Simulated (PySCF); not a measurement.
Bonds (- single, = double, # triple, : aromatic): O1=C2, C2-N3, N3-C4, C4-C5, C5=C6, C6-C7, C7-C8, C8-C9, C9-C4. C2 carries H10; N3 carries H11; C4 carries H12; C5 carries H13; C6 carries H14; C7 carries H15, H16; C8 carries H17, H18; C9 carries H19, H20. Stereochemistry as in O=CN[C@H]1C=CCCC1. H15, H18, H20 are cis to N3 on the ring; H16, H17, H19 are trans to N3 on the ring.

PySCF 2.14.0 with density-fitted response routines calculation with shieldings: GIAO PBE0/pcSseg-1 and coordinates at the GFN2-xTB level; a single conformation, non-relativistic, no solvent.

Shifts are taken against calculated references (same method and geometry level): TMS for $^{13}$C.

Question: Do the $^{13}$C shifts follow the atomic charges (in e)? Tabulate both.

Answer: 
```csv
atoms,hybridisation,δ (ppm),σ para (ppm),Hirshfeld,IAO,Mulliken,ESP-fitted
C2,sp2,158.9,-214,+0.13,+0.30,+0.41,+0.50
C6,sp2,139.0,-207,-0.04,-0.15,-0.16,+0.07
C5,sp2,135.7,-202,-0.06,-0.18,-0.07,-0.71
C4,sp3,40.3,-101,+0.02,-0.02,-0.09,+0.86
C9,sp3,33.5,-93,-0.07,-0.26,-0.13,-0.55
C7,sp3,29.2,-91,-0.07,-0.27,-0.18,-0.20
C8,sp3,21.6,-82,-0.07,-0.25,-0.23,+0.21
```

Correlation coefficients of δ with charge over these carbons: Hirshfeld +0.52, IAO +0.61, Mulliken +0.64, ESP-fitted -0.03; with the paramagnetic shielding -1.00. Among the 4 sp3 carbons alone: Hirshfeld +0.76, IAO +0.75, Mulliken +1.00, ESP-fitted +0.35. With so few points, grouped by hybridisation, these coefficients are fragile. Charge is one influence among several: hybridisation and low-lying excitations act through the paramagnetic term.

Shifts are as computed. Against solution values, carbons near 30 ppm lie about +3 ppm off and those near 130 ppm about +5 ppm. Of 1211 compounds with measured shifts, 218 miss one by over three times the rms of a fit or turn the order of signals round; such compounds aren't used in these exercises. Hydrogen bonding in solution deshields acid and N–H amide carbonyl carbons by as much as 10 ppm beyond these values.
